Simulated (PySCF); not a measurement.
**`C#C[Si](N)(N)N([SiH3])[SiH3]`: 4 charge schemes on one density**

C2H11N3Si3.
Numbering: `[CH:1]#[C:2][Si:3]([NH2:4])([NH2:5])[N:6]([SiH3:7])[SiH3:8]` (hydrogens: H9 on C1; H10, H11 on N4; H12, H13 on N5; H14, H15, H16 on Si7; H17, H18, H19 on Si8)

Geometry (GFN2-xTB, Å), atoms numbered from 1 in this order:
```
atom  x, y, z in Å
C1     2.0822   -0.9092   -2.4167
C2     1.5929   -0.3375   -1.4807
Si3    0.7606    0.4953   -0.0471
N4     0.5823    2.1523   -0.5160
N5     1.7633    0.3228    1.3405
N6    -0.7517   -0.3284    0.2943
Si7   -0.7647   -1.6576    1.4175
Si8   -2.1609    0.2296   -0.5489
H9     2.5245   -1.4031   -3.2341
H10    0.1614    2.3360   -1.4117
H11    0.2074    2.7944    0.1641
H12    1.3415    0.3543    2.2521
H13    2.6431    0.8091    1.3389
H14   -1.9550   -2.4602    1.1374
H15   -0.8463   -1.1300    2.7907
H16    0.4552   -2.4411    1.2475
H17   -3.2560   -0.6973   -0.2851
H18   -1.8634    0.3082   -1.9830
H19   -2.5260    1.5717   -0.0671
```

Density: PBE0/pcSseg-1 (PySCF); schemes: Mulliken, IAO, Hirshfeld and ESP-fitted. Geometry: GFN2-xTB, one conformer, isolated molecule.

What partial charge does each atom carry?

In e; atoms taken as equivalent share a row and are averaged (×n: the atom named and its like, n in all):

```json
{"atom": "C1", "environment": "terminal alkyne carbon", "Mulliken": "-0.235", "IAO": "-0.195", "Hirshfeld": "-0.091", "ESP-fitted": "-0.344"}
{"atom": "C2", "environment": "alkyne carbon", "Mulliken": "-0.140", "IAO": "-0.350", "Hirshfeld": "-0.158", "ESP-fitted": "-0.201"}
{"atom": "Si3", "environment": "four-coordinate silicon", "Mulliken": "+1.230", "IAO": "+1.343", "Hirshfeld": "+0.471", "ESP-fitted": "+1.114"}
{"atom": "N4/N5", "environment": "silicon-bound nitrogen", "Mulliken": "-0.625", "IAO": "-0.844", "Hirshfeld": "-0.312", "ESP-fitted": "-1.079"}
{"atom": "N6", "environment": "nitrogen bridging silicon atoms", "Mulliken": "-1.093", "IAO": "-1.050", "Hirshfeld": "-0.350", "ESP-fitted": "-0.622"}
{"atom": "Si7/Si8", "environment": "SiH3 silicon", "Mulliken": "+0.605", "IAO": "+0.740", "Hirshfeld": "+0.338", "ESP-fitted": "+0.499"}
{"atom": "H9", "environment": "alkyne hydrogen", "Mulliken": "+0.058", "IAO": "+0.200", "Hirshfeld": "+0.095", "ESP-fitted": "+0.297"}
{"atom": "H10/H11/H12/H13", "environment": "N–H hydrogen", "Mulliken": "+0.196", "IAO": "+0.267", "Hirshfeld": "+0.117", "ESP-fitted": "+0.397"}
{"atom": "H14 (×6)", "environment": "Si–H hydrogen", "Mulliken": "-0.094", "IAO": "-0.134", "Hirshfeld": "-0.081", "ESP-fitted": "-0.112"}
```

Mean size of the charges over all atoms: IAO 0.431 e, ESP-fitted 0.421 e, Mulliken 0.346 e, Hirshfeld 0.180 e. Each set sums to the total charge, 0, to within 0.001 e. The Hirshfeld scheme weights the molecular density at each point by an atom's share of the summed free-atom densities. The ESP scheme is a least-squares fit of atom-centred charges to the potential on four shells outside the van der Waals surface, with the total charge fixed.

Some averages cover members that differ in this geometry: H14 (×6), ESP-fitted -0.143 to -0.088; H14 (×6), Mulliken -0.107 to -0.069; H10/H11/H12/H13, ESP-fitted +0.386 to +0.423; H14 (×6), IAO -0.153 to -0.117 e.

Lowest charge. The schemes don't all agree: Mulliken N6 (-1.093); IAO N6 (-1.050); Hirshfeld N6 (-0.350); ESP-fitted N4/N5 (-1.079).

Highest charge. All schemes agree: Mulliken Si3 (+1.230); IAO Si3 (+1.343); Hirshfeld Si3 (+0.471); ESP-fitted Si3 (+1.114).

Sum the charges by element.

```csv
element,atoms,Mulliken,IAO,Hirshfeld,ESP-fitted
C,2,-0.375,-0.545,-0.249,-0.544
Si,3,+2.440,+2.822,+1.148,+2.113
N,3,-2.343,-2.739,-0.974,-2.780
H,11,+0.278,+0.461,+0.076,+1.211
```

How many electrons does the IAO scheme count on Si3?

Z − q = 14 − (+1.343) = 12.657.

How closely do the schemes follow one another over all atoms?

Correlation coefficient and root-mean-square difference: IAO with Hirshfeld 0.99, 0.348 e; Mulliken with IAO 0.99, 0.113 e; Mulliken with Hirshfeld 0.96, 0.282 e; IAO with ESP-fitted 0.95, 0.176 e; Hirshfeld with ESP-fitted 0.94, 0.336 e; Mulliken with ESP-fitted 0.91, 0.219 e.
